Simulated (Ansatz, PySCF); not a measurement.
This triplet is an excited state, 0.96 eV above the relaxed singlet at the level composite: frozen-core CCSD(T) with HF/cc-pVQZ and the correlation energy extrapolated as X^-3 from cc-pVTZ and cc-pVQZ, plus CCSDT(Q) minus CCSD(T) in cc-pVDZ // PBE0-D3(BJ)/def2-TZVP (Ansatz, a program for electronic structure).

Z-matrix (Å, degrees):
```
C
O 1 1.3255
H 2 0.9670 1 111.68
H 1 1.0914 2 124.28 3 -102.09
```
Charge 0, spin multiplicity 3.

Question: Estimate the dipole moment, total energy and highest occupied spin orbital that PySCF 2.14.0 with PBE0-D3(BJ)/def2-TZVP returns for this input.

Answer: 
The dipole moment is 1.72 D and the total energy is -114.3030 Ha. The highest occupied spin orbital comes out as -5.97 eV.
